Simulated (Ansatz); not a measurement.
FH₇N₂OSSi₂, SMILES `N[Si@@H](O)S[Si@@H](N)F`. Charge 0, multiplicity 1.

| atom | x (Å) | y (Å) | z (Å) |
| --- | --- | --- | --- |
| N1 | 0.914 | -2.475 | 1.345 |
| Si2 | 0.164 | -1.239 | 0.466 |
| O3 | -1.333 | -1.000 | 1.065 |
| S4 | 1.292 | 0.609 | 0.612 |
| Si5 | -0.058 | 1.937 | -0.315 |
| N6 | -0.222 | 1.551 | -1.953 |
| F7 | -1.493 | 1.828 | 0.427 |
| H8 | 0.993 | -2.447 | 2.348 |
| H9 | 1.602 | -3.072 | 0.919 |
| H10 | 0.163 | -1.659 | -0.956 |
| H11 | -1.674 | -0.100 | 1.050 |
| H12 | 0.350 | 3.337 | -0.091 |
| H13 | 0.144 | 0.696 | -2.334 |
| H14 | -0.841 | 2.033 | -2.583 |

Question: Give the diagnostics of a CCSD(T)/def2-TZVPP run (frozen core, Ansatz 0.2.0). (Estimate.)

Answer: Computed: T1 = 0.0115, largest single amplitude 0.012, largest double 0.016, (T) share of the correlation energy 3.7 %, 9 CCSD cycles. The RHF solution is stable towards an unrestricted one. T1 lies under the customary mark of 0.02 for closed shells.
